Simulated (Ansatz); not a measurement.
Ansatz (an electronic-structure program) input for CH4BClO2, SMILES COB(O)Cl, PBE0-D3(BJ)/def2-SVP. 

Ansatz 0.2 input:
```yaml
crystal:
  periodic: [false, false, false]
  atoms:
    - {symbol: B, position_ang: [0.08503713, 0.20853278, 0.07514152]}
    - {symbol: Cl, position_ang: [-0.21675673, -0.37776141, 1.69971628]}
    - {symbol: O, position_ang: [0.60660872, 1.43463117, -0.13104313]}
    - {symbol: H, position_ang: [0.80108258, 1.96372451, 0.64226560]}
    - {symbol: O, position_ang: [-0.23618018, -0.63401957, -0.90652920]}
    - {symbol: C, position_ang: [-0.06845838, -0.35123920, -2.28489151]}
    - {symbol: H, position_ang: [0.64372607, -1.06877383, -2.69471874]}
    - {symbol: H, position_ang: [-1.03570715, -0.47712377, -2.77273946]}
    - {symbol: H, position_ang: [0.29789941, 0.66399577, -2.43576419]}
basis:
  gaussian:
    orbitals: def2-SVP
hamiltonian:
  xc: pbe0
  dispersion: d3bj
relax: {f_tol: 0.002, max_steps: 200}
```

Program output:

```
WARN ansatz: RAYON_NUM_THREADS=1 ignored (pool sized by the plan → 1); use --threads N
Functional definition: PBE0
integrals: 0.04 GiB planned
1003 factors; integrals over basis functions are off by at most 3.2e-4 eV
mean field: 0.35 GiB planned
mean field evaluation 1: about -18374.4956 eV, gradient 5.5e1 eV
mean field evaluation 2: about -18370.2277 eV, gradient 7.4e1 eV
mean field evaluation 4: about -18380.0132 eV, gradient 1.7e0 eV
mean field evaluation 8: about -18380.0785 eV, gradient 2.3e-1 eV
mean field evaluation 16: about -18380.0786 eV, gradient 8.2e-5 eV
mean field -18380.07862581 eV, -675.4554310339 hartree, gradient 8.2e-5 eV, S^2 0.000000; 0 other end points of the search recorded, 0 dependent functions left out
the calculation of the forces begins
reference -18380.07864951 eV, -675.4554319046 hartree; 24, 24 occupied and 70, 70 virtual orbitals, 1003 factors
relax step   1: F+E_penalty+E_count = -18380.21510736 eV  Δ(F+E_penalty+E_count) = +0.000e0 eV  max|allowed force component| = 8.241e-1 eV/Å  Δτ_max = 0.0000 Å  (25 SCF iters, accepted)
these checks for a lower state are left out or cut short: starts, cluster_reference, orbital_swaps, neighbouring_geometries, increment
integrals: 0.04 GiB planned
1003 factors; integrals over basis functions are off by at most 3.2e-4 eV
mean field: 0.35 GiB planned
mean field -18380.10778441 eV, -675.4565025924 hartree, gradient 1.4e-5 eV, S^2 0.000000; 0 other end points of the search recorded, 0 dependent functions left out
the calculation of the forces begins
reference -18380.10780807 eV, -675.4565034620 hartree; 24, 24 occupied and 70, 70 virtual orbitals, 1003 factors
relax step   2: F+E_penalty+E_count = -18380.24409442 eV  Δ(F+E_penalty+E_count) = -2.899e-2 eV  max|allowed force component| = 3.837e-1 eV/Å  Δτ_max = 0.0345 Å  (30 SCF iters, accepted)
these checks for a lower state are left out or cut short: starts, cluster_reference, orbital_swaps, neighbouring_geometries, increment
integrals: 0.04 GiB planned
1003 factors; integrals over basis functions are off by at most 3.2e-4 eV
mean field: 0.35 GiB planned
mean field -18380.11714655 eV, -675.4568466447 hartree, gradient 1.4e-5 eV, S^2 0.000000; 0 other end points of the search recorded, 0 dependent functions left out
the calculation of the forces begins
reference -18380.11717011 eV, -675.4568475105 hartree; 24, 24 occupied and 70, 70 virtual orbitals, 1003 factors
relax step   3: F+E_penalty+E_count = -18380.25361415 eV  Δ(F+E_penalty+E_count) = -9.520e-3 eV  max|allowed force component| = 7.398e-2 eV/Å  Δτ_max = 0.0327 Å  (30 SCF iters, accepted)
these checks for a lower state are left out or cut short: starts, cluster_reference, orbital_swaps, neighbouring_geometries, increment
integrals: 0.04 GiB planned
1003 factors; integrals over basis functions are off by at most 3.2e-4 eV
mean field: 0.35 GiB planned
mean field evaluation 32: about -18380.0570 eV, gradient 1.1e-3 eV
mean field -18380.11794105 eV, -675.4568758421 hartree, gradient 1.4e-5 eV, S^2 0.000000; 0 other end points of the search recorded, 0 dependent functions left out
the calculation of the forces begins
reference -18380.11796460 eV, -675.4568767075 hartree; 24, 24 occupied and 70, 70 virtual orbitals, 1003 factors
relax step   4: F+E_penalty+E_count = -18380.25439704 eV  Δ(F+E_penalty+E_count) = -7.829e-4 eV  max|allowed force component| = 3.859e-2 eV/Å  Δτ_max = 0.0116 Å  (31 SCF iters, accepted)
these checks for a lower state are left out or cut short: starts, cluster_reference, orbital_swaps, neighbouring_geometries, increment
integrals: 0.04 GiB planned
1003 factors; integrals over basis functions are off by at most 3.2e-4 eV
mean field: 0.35 GiB planned
mean field -18380.11824386 eV, -675.4568869704 hartree, gradient 2.2e-5 eV, S^2 0.000000; 0 other end points of the search recorded, 0 dependent functions left out
the calculation of the forces begins
reference -18380.11826740 eV, -675.4568878353 hartree; 24, 24 occupied and 70, 70 virtual orbitals, 1003 factors
relax step   5: F+E_penalty+E_count = -18380.25473928 eV  Δ(F+E_penalty+E_count) = -3.422e-4 eV  max|allowed force component| = 1.803e-2 eV/Å  Δτ_max = 0.0103 Å  (23 SCF iters, accepted)
these checks for a lower state are left out or cut short: starts, cluster_reference, orbital_swaps, neighbouring_geometries, increment
integrals: 0.04 GiB planned
1003 factors; integrals over basis functions are off by at most 3.2e-4 eV
mean field: 0.35 GiB planned
mean field -18380.11825680 eV, -675.4568874459 hartree, gradient 8.0e-5 eV, S^2 0.000000; 0 other end points of the search recorded, 0 dependent functions left out
the calculation of the forces begins
reference -18380.11828034 eV, -675.4568883108 hartree; 24, 24 occupied and 70, 70 virtual orbitals, 1003 factors
relax step   6: F+E_penalty+E_count = -18380.25474680 eV  Δ(F+E_penalty+E_count) = -7.524e-6 eV  max|allowed force component| = 7.257e-3 eV/Å  Δτ_max = 0.0011 Å  (20 SCF iters, accepted)
these checks for a lower state are left out or cut short: starts, cluster_reference, orbital_swaps, neighbouring_geometries, increment
integrals: 0.04 GiB planned
1003 factors; integrals over basis functions are off by at most 3.2e-4 eV
mean field: 0.35 GiB planned
mean field -18380.11825750 eV, -675.4568874716 hartree, gradient 3.4e-5 eV, S^2 0.000000; 0 other end points of the search recorded, 0 dependent functions left out
the calculation of the forces begins
reference -18380.11828104 eV, -675.4568883365 hartree; 24, 24 occupied and 70, 70 virtual orbitals, 1003 factors
relax step   7: F+E_penalty+E_count = -18380.25474845 eV  Δ(F+E_penalty+E_count) = -1.650e-6 eV  max|allowed force component| = 9.297e-4 eV/Å  Δτ_max = 0.0005 Å  (19 SCF iters, accepted)
integrals: 0.04 GiB planned
1003 factors; integrals over basis functions are off by at most 3.2e-4 eV
mean field: 0.35 GiB planned
mean field evaluation 64: about -18380.1183 eV, gradient 4.8e-3 eV
mean field -18380.11825750 eV, -675.4568874716 hartree, gradient 3.4e-5 eV, S^2 0.000000; 1 other end points of the search recorded, 0 dependent functions left out
the calculation of the forces begins
reference -18380.11828104 eV, -675.4568883365 hartree; 24, 24 occupied and 70, 70 virtual orbitals, 1003 factors
Total energy: -18380.25477199 eV, -675.4619042863 hartree
Atom 0 at     0.079644     0.194692     0.075278 Å, force    -0.000238    -0.000470     0.000158 eV/Å
Atom 1 at    -0.200508    -0.335327     1.750708 Å, force     0.000056     0.000008     0.000029 eV/Å
Atom 2 at     0.602027     1.419323    -0.175907 Å, force     0.000300     0.000930     0.000527 eV/Å
Atom 3 at     0.780719     1.918701     0.626212 Å, force    -0.000063    -0.000324    -0.000547 eV/Å
Atom 4 at    -0.245360    -0.658355    -0.906407 Å, force    -0.000018    -0.000065    -0.000137 eV/Å
Atom 5 at    -0.066663    -0.346024    -2.267614 Å, force    -0.000158     0.000057    -0.000027 eV/Å
Atom 6 at     0.651346    -1.052994    -2.710868 Å, force    -0.000028    -0.000034     0.000005 eV/Å
Atom 7 at    -1.028702    -0.457690    -2.790109 Å, force     0.000167    -0.000011    -0.000065 eV/Å
Atom 8 at     0.304748     0.679640    -2.409856 Å, force    -0.000019    -0.000089     0.000056 eV/Å
Dipole moment:     0.138928     0.312825    -0.244153 e Å
```

The calculation finished and met its thresholds.
